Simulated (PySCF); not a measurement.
**The 5-electron isoelectronic series, non-relativistic**

All values are computed (PySCF 2.14, energy differences of UHF-based or UKS calculations, no spin-orbit coupling). Each ion has its own even-tempered basis scaled to its charge (17s11p6d5f4g for the first); frozen: nothing. Ionisation energies in eV, correlation energies of the ion in mhartree.

```csv
ion,configuration,UHF,LDA,PBE,PBE0,r2SCAN,MP2 (all electrons),E_corr MP2,"NIST (with spin-orbit, Breit and QED)"
Zn²⁵⁺,[He] 2s2 2p1 (2P),2463.0,2460.4,2464.0,2463.9,2465.1,2462.2,-223.1,2491.5 ± 1.1 (s)
Ge²⁷⁺,[He] 2s2 2p1 (2P),2843.2,2840.3,2844.2,2844.1,2845.4,2842.2,-230.8,2881.9 ± 1.6 (s)
Se²⁹⁺,[He] 2s2 2p1 (2P),3250.6,3247.4,3251.6,3251.6,3252.9,3249.5,-238.5,3301.8 ± 2.1 (s)
Sr³³⁺,[He] 2s2 2p1 (2P),4147.1,4143.2,4148.1,4148.1,4149.6,4145.8,-253.6,4232 ± 3 (s)
Zr³⁵⁺,[He] 2s2 2p1 (2P),4636.2,4631.9,4637.2,4637.1,4638.8,4634.7,-261.1,4744 ± 3 (s)
Mo³⁷⁺,[He] 2s2 2p1 (2P),5152.4,5147.9,5153.5,5153.4,5155.1,5150.9,-268.6,5287 ± 4 (s)
Ru³⁹⁺,[He] 2s2 2p1 (2P),5695.9,5691.0,5697.0,5696.9,5698.7,5694.2,-276.1,5861 ± 4 (s)
Pd⁴¹⁺,[He] 2s2 2p1 (2P),6266.6,6261.4,6267.7,6267.6,6269.5,6264.8,-283.5,6469 ± 5 (s)
Cd⁴³⁺,[He] 2s2 2p1 (2P),6864.5,6858.9,6865.6,6865.6,6867.5,6862.6,-290.7,7109 ± 5 (s)
```

(1) Interpolate the row of Kr³¹⁺.

Each ion has its own basis, which adds noise of up to about 0.1 % along the series.

NIST values marked (s) are semi-empirical, (t) theoretical. Open shells are high-spin determinants of the terms that Hund's rules give.

MP2 underrates the 2s², 2p² near-degeneracy of four-electron ions.

All relativistic terms are absent from the calculated values; where these lie close to NIST, scalar and spin-orbit shifts of opposite sign can cancel.

Results:

(1) configuration [He] 2s2 2p1 (2P); UHF 3685.3; LDA 3681.7; PBE 3686.3; PBE0 3686.2; r2SCAN 3687.7; MP2 (all electrons) 3684.1; E_corr MP2 -246.0; NIST (with spin-orbit, Breit and QED) 3752 ± 2.5 (s).
